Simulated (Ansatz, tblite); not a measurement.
Removing and adding an electron: BiH2(SMe) (CH₅BiS). Total charge 0; singlet. Geometry: r2SCAN-D4/def2-TZVP. Ansatz, gas phase; energy differences of separate SCF runs; the oxidised species was run as a doublet alone; the reduced species was run as a doublet alone.

Cartesian coordinates in Å:
```
Bi -1.5374 0.4285 -0.9696
H -2.5645 1.4727 0.0707
H -1.2625 1.8281 -2.0575
S 0.5771 0.8429 0.3491
C 1.0975 -0.8867 0.6013
H 0.3728 -1.4472 1.1924
H 2.0348 -0.8410 1.1577
H 1.2822 -1.3973 -0.3442
```

In the def2 sets Bi takes a core potential; there is no spin–orbit coupling. The xTB rows come from tblite.

| level | −HOMO (eV) | vertical IE (eV) | −LUMO (eV) | vertical EA (eV) | HOMO–LUMO gap (eV) | IE − EA (eV) | remarks |
| --- | --- | --- | --- | --- | --- | --- | --- |
| GFN1-xTB | 9.72 | 13.40 | 4.40 | 1.34 | 5.32 | 12.05 | – |
| PBE-D4/def2-TZVP | 5.32 | 8.41 | 1.94 | – | 3.38 | – | – |
| r2SCAN-D4/def2-TZVPD | 5.60 | – | 1.77 | -0.16 | 3.83 | – | HOMO above zero (-1 doublet) |
| PBE0-D4/def2-TZVP | 6.51 | 8.49 | 1.21 | – | 5.30 | – | – |

Q: Estimate the rows for GFN2-xTB, PBE-D4/def2-TZVPD, r2SCAN-D4/def2-TZVP, PBE0-D4/def2-TZVPD.

A: 
```tsv
level	−HOMO (eV)	vertical IE (eV)	−LUMO (eV)	vertical EA (eV)	HOMO–LUMO gap (eV)	IE − EA (eV)	remarks
GFN2-xTB	9.70	13.03	5.53	2.66	4.17	10.36	–
PBE-D4/def2-TZVPD	5.37	–	2.01	-0.13	3.36	–	HOMO above zero (-1 doublet)
r2SCAN-D4/def2-TZVP	5.56	8.44	1.72	–	3.84	–	–
PBE0-D4/def2-TZVPD	6.55	–	1.29	-0.16	5.26	–	HOMO above zero (-1 doublet)
```

   A HOMO above zero means that the electron is unbound at that level or that self-interaction error raises the level; the energy of removing that electron tells which. Raw xTB energy differences between charge states are shifted by several eV; the methods need an empirical correction for them. A negative affinity means that the extra electron isn't bound; its size then hangs on the basis.
